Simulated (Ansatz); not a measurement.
Geometry optimisation, RKS PBE0-D4/def2-SVP (Ansatz 0.2.0).

Input file:

```yaml
crystal:
  periodic: [false, false, false]
  atoms:
    - { symbol: Sn, position_ang: [0.0, 0.0, 0.0] }
    - { symbol: Cl, position_ang: [0.0, 0.0, 2.41] }
    - { symbol: H, position_ang: [1.6408, 0.0, -0.5794] }
    - { symbol: O, position_ang: [-0.9232, 1.5994, -0.6527] }
    - { symbol: H, position_ang: [-1.881, 1.3686, -0.8751] }
    - { symbol: H, position_ang: [-0.8195, -1.4198, -0.5794] }
basis:
  gaussian: { orbitals: def2-SVP }
hamiltonian:
  xc: pbe0
  dispersion: d4
relax:
  f_tol: 0.02
  max_steps: 40
```

Launched with:

```bash
$ ansatz run input.yaml --threads 1 --pin off --max-ram 2048MiB --backend cpu --events-out ev --progress --plain --runs-dir out
```

Question: Where does it end, and by what steps?

Answer: The forces met the threshold. After 7 steps the energy has fallen by 0.160 eV; H5 moved furthest, 0.38 Å.

```
step  energy less start (eV)  largest force component (eV/Å)  accepted
   0                  0.0000                           2.087       yes
   1                 -0.0583                           1.917       yes
   2                 -0.1248                           1.516       yes
   3                 -0.1278                           0.396       yes
   4                 -0.1568                           0.160       yes
   5                 -0.1587                           0.102       yes
   6                 -0.1597                           0.028       yes
   7                 -0.1598                           0.006       yes
```

```xyz
6
Properties=species:S:1:pos:R:3
Sn 0.019 -0.096 -0.085
Cl -0.147 0.055 2.259
H 1.645 0.107 -0.536
O -0.907 1.475 -0.846
H -1.821 1.555 -0.548
H -0.771 -1.547 -0.521
```

Whether the end is a true minimum wasn't checked by a vibrational analysis.

Run time: 31 s on 1 thread of Arm Neoverse V1, on a shared host, peak memory 0.15 GiB.
